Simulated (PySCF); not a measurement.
Two species compared at the same levels of theory.

First species: 1-(2-fluorophenyl)propan-1-ol, C9H11FO.
SMILES: `CC[C@@H](O)C1=CC=CC=C1F`

Second species: BH5P2.
Cartesian coordinates in Å at the PBE0-D3(BJ)/def2-SVP level; atoms count from 1:
```
atom  x, y, z in Å
P1    -1.5809    0.2424    0.3375
B2     0.0953   -0.6061    0.3284
P3     1.6163    0.0697   -0.5432
H4    -1.6035    0.9257   -0.9089
H5    -2.4605   -0.8268    0.0176
H6     0.2019   -1.6528    0.9208
H7     2.6178   -0.0615    0.4563
H8     1.4266    1.4770   -0.4812
```

Levels: CAM-B3LYP/def2-SVPD for dipole moment, HOMO energy, LUMO energy, HOMO–LUMO gap, static isotropic polarisability and electronic spatial extent ⟨r²⟩ about the centre of nuclear charge; TDDFT CAM-B3LYP/def2-SVPD for lowest singlet excitation; TDA CAM-B3LYP/def2-SVPD for lowest triplet excitation (Tamm–Dancoff); PBE0-D3(BJ)/def2-SVP for rotational constant A and rotational constant C. Geometries: PBE0-D3(BJ)/def2-SVP. Each species is one conformer at its optimised geometry, gas phase, non-relativistic unless stated. Electronic properties by PySCF.

The conformers computed, where there is a choice (atom-mapped SMILES and torsion angles):
- `[CH3:1][CH2:2][C@@H:3]([OH:4])[c:5]1[cH:6][cH:7][cH:8][cH:9][c:10]1[F:11]`: C1–C2–C3–O4 176°, C2–C3–C5–C6 -86°, H–O4–C3–C2 -179°
- `[PH2:1][BH:2][PH2:3]`: H–P1–B2–P3 30°, H–P1–B2–P3 133°, H–P3–B2–P1 133°, H–P3–B2–P1 30°

```tsv
property	column X	column Y
dipole moment	1.52 D	0.14 D
HOMO energy	-8.43 eV	-8.56 eV
LUMO energy	0.43 eV	-0.66 eV
HOMO–LUMO gap	8.86 eV	7.90 eV
lowest singlet excitation	5.37 eV	4.91 eV
lowest triplet excitation (Tamm–Dancoff)	4.06 eV	3.82 eV
static isotropic polarisability	108.1 au	73.0 au
electronic spatial extent ⟨r²⟩ about the centre of nuclear charge	1736 bohr²	481 bohr²
rotational constant A	1.589 GHz	27.845 GHz
rotational constant C	0.718 GHz	2.508 GHz
```

Problem. Which column belongs to which species?

Solution. Column X is the first species and column Y the second. The first has 22 atoms and 82 electrons, the second 8 and 40.

Problem. How does each property change from the first species to the second?

Solution. dipole moment -1.38 D; HOMO energy -0.13 eV; LUMO energy -1.09 eV; HOMO–LUMO gap -0.96 eV; lowest singlet excitation -0.46 eV; lowest triplet excitation (Tamm–Dancoff) -0.24 eV; static isotropic polarisability -35.1 au; electronic spatial extent ⟨r²⟩ about the centre of nuclear charge -1255 bohr²; rotational constant A +26.256 GHz; rotational constant C +1.790 GHz.

On the first: In atomic units the dipole is 0.60 e·bohr (1 au = 2.5417 D). The vertical singlet–triplet gap S1 − T1 is 1.31 eV (TDDFT singlet less Tamm–Dancoff triplet; S1: HOMO→LUMO, weight 0.57; T1: HOMO−1→LUMO, weight 0.39, beside HOMO→LUMO+1, weight 0.35).

On the second: A dipole of 0.14 D is allowed in C2, and pure rotational transitions are dipole-allowed. The principal polarisabilities are 57.0, 65.3 and 96.6 au; their mean is the isotropic value.
